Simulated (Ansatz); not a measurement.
Reaction (atomization): `[CH3][Al]1[S][CH]1F` → Al• + 2 C• + F• + 4 H• + S•

Isolated molecules relaxed with PBE0-D4/def2-TZVP in Ansatz; ΔE leaves out vibrations. CCSD(T)/CBS adds triple-zeta CCSD(T) − MP2 to the extrapolated MP2 energy (def2 sets, frozen cores). This one scheme is used for every species, atoms too. No spin–orbit coupling; open shells (•) take unrestricted orbitals. Spin–orbit coupling would lower the free atoms: a little for Al, C, F, S.

```csv
species,SCS-MP2/def2-TZVPP energy (Eh)
`[CH3][Al]1[S][CH]1F`,-817.86159
Al•,-241.91496
C•,-37.76105
F•,-99.60765
H•,-0.49981
S•,-397.61834
```

Question: Work out ΔE.

Answer: ΔE = 4 × (-0.49981) + 2 × (-37.76105) + (-241.91496) + (-99.60765) + (-397.61834) − (-817.86159) = 1.19930 Eh = +752.6 kcal/mol. CCSD(T)/CBS gives +766.7 kcal/mol.

Largest T1 diagnostic among the species: 0.018.

From PBE to PBE0 (25 % exact exchange), in def2-TZVPP and without D4, ΔE moves by −17.3 kcal/mol: exact exchange takes away binding that semilocal exchange gives to molecules. In def2-TZVPP, CCSD(T) changes the Hartree–Fock value by +200.6 kcal/mol (the triples alone add +15.1 kcal/mol) and MP2 by +219.9 kcal/mol; breaking electron pairs costs correlation energy, which Hartree–Fock lacks. The D4 term adds +6.9 kcal/mol with B3LYP and +3.6 kcal/mol with PBE0; it sums over pairs of atoms, weighted by their polarisabilities, and B3LYP, whose exchange is more repulsive, gets the larger term.

B3LYP here is the variant with VWN-RPA as its local correlation; programs differ in this.

For atomizations the MP2-based limit and the directly extrapolated one differ by several kJ/mol either way, and by 10 to 25 for some Ge, Se and Sn compounds, so smaller differences from it don't rank the levels.
